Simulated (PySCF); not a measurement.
Job file and geometry (Å, from GFN2-xTB) of an NMR shielding run on `InChI=1S/C7H13PSi/c1-3-8-5-4-6(2)7(8)9/h4-5H,3H2,1-2,9H3`, PySCF 2.14.0, density-fitted response routines, GIAO PBE0/pcSseg-1 NMR shielding, non-relativistic, gas phase; density fitting, a coarse starting grid and PySCF grid level 2 are the driver's defaults:

```
{"job": {"kind": "nmr", "xc": "PBE0", "basis": "pcSseg-1"}, "charge": 0, "multiplicity": 1}
C      3.160991    -0.437011     1.144057
C      1.780568     0.189964     1.015967
P      1.138199     0.048729    -0.735034
C      0.589029    -1.669369    -0.766559
C     -0.753596    -1.734110    -0.795164
C     -1.420575    -0.461869    -0.632860
C     -2.911914    -0.394860    -0.615762
C     -0.578451     0.591218    -0.487728
Si    -1.035003     2.399394    -0.282717
H      3.536196    -0.326981     2.160396
H      3.862514     0.041985     0.463495
H      3.122905    -1.498194     0.906060
H      1.067055    -0.286757     1.692260
H      1.819659     1.257607     1.245260
H      1.253267    -2.508421    -0.891670
H     -1.319470    -2.648635    -0.897854
H     -3.303215    -0.603904    -1.612237
H     -3.316371    -1.144389     0.064142
H     -3.256957     0.588667    -0.307707
H     -1.783688     2.575173     0.968459
H      0.197383     3.187744    -0.228145
H     -1.858938     2.853403    -1.407509
```

Task: What does the program print?

Result: 
```
coarse grid: 18912 points
cycle   1  E = -904.6274879589  dE =  1.039e+00  |g| = 4.699e-01  |ddm| = 4.396e+00
cycle   2  E = -904.6074126318  dE =  2.008e-02  |g| = 5.417e-01  |ddm| = 1.109e+00
cycle   3  E = -904.6855322469  dE = -7.812e-02  |g| = 7.506e-02  |ddm| = 7.002e-01
cycle   4  E = -904.6866747210  dE = -1.142e-03  |g| = 4.167e-02  |ddm| = 1.412e-01
cycle   5  E = -904.6871026576  dE = -4.279e-04  |g| = 1.334e-02  |ddm| = 5.364e-02
cycle   6  E = -904.6871496799  dE = -4.702e-05  |g| = 3.194e-03  |ddm| = 1.717e-02
cycle   7  E = -904.6871520467  dE = -2.367e-06  |g| = 8.072e-04  |ddm| = 3.370e-03
final grid: 172144 points
cycle   8  E = -904.7410691597  dE = -4.242e-05  |g| = 9.233e-03  |ddm| = 4.868e-02
cycle   9  E = -904.7410578671  dE =  1.129e-05  |g| = 1.127e-02  |ddm| = 1.982e-02
cycle  10  E = -904.7410914273  dE = -3.356e-05  |g| = 1.102e-03  |ddm| = 1.227e-02
cycle  11  E = -904.7410917241  dE = -2.968e-07  |g| = 4.003e-04  |ddm| = 1.789e-03
cycle  12  E = -904.7410917628  dE = -3.865e-08  |g| = 1.219e-04  |ddm| = 4.747e-04
cycle  13  E = -904.7410917665  dE = -3.693e-09  |g| = 2.468e-05  |ddm| = 1.437e-04
cycle  14  E = -904.7410917666  dE = -1.448e-10  |g| = 6.747e-06  |ddm| = 3.605e-05
converged SCF energy = -904.7410917666

GIAO shielding tensors (ppm)
atom      isotropic    diamagn.    paramagn.     s11        s22        s33       span
  0 C      170.480     245.887     -75.407    161.458    162.242    187.740     26.282
  1 C      159.021     253.308     -94.287    144.628    158.585    173.850     29.222
  2 P      294.929     970.494    -675.565    228.013    282.933    373.841    145.828
  3 C       30.846     265.684    -234.838    -87.261     16.663    163.137    250.398
  4 C       38.254     255.258    -217.004    -59.166     43.116    130.813    189.980
  5 C       22.744     262.288    -239.543    -82.154     15.008    135.378    217.532
  6 C      164.229     246.424     -82.195    151.534    156.001    185.150     33.616
  7 C       48.485     267.593    -219.108    -39.398     22.817    162.035    201.433
  8 Si     438.687     882.675    -443.988    418.543    430.731    466.786     48.243
  9 H       30.089      27.260       2.829     25.088     27.016     38.163     13.075
 10 H       30.194      28.682       1.512     26.110     28.389     36.082      9.972
 11 H       30.528      29.942       0.586     24.921     30.412     36.252     11.331
 12 H       30.637      34.355      -3.717     25.113     31.041     35.758     10.645
 13 H       29.555      33.470      -3.915     23.141     30.554     34.971     11.830
 14 H       24.211      33.458      -9.247     20.724     24.324     27.585      6.861
 15 H       24.509      33.625      -9.116     21.889     23.963     27.676      5.786
 16 H       29.193      27.662       1.530     25.495     26.695     35.388      9.893
 17 H       29.322      29.195       0.127     25.040     27.679     35.248     10.208
 18 H       29.394      30.841      -1.447     23.897     30.848     33.438      9.542
 19 H       27.249      30.473      -3.224     23.997     25.342     32.409      8.412
 20 H       27.518      30.313      -2.795     23.200     27.642     31.713      8.513
 21 H       27.260      29.624      -2.364     23.531     25.414     32.834      9.303
```

Size and cost of the density-fitted run: 232 basis functions, of the order of 2.4 core-minutes.
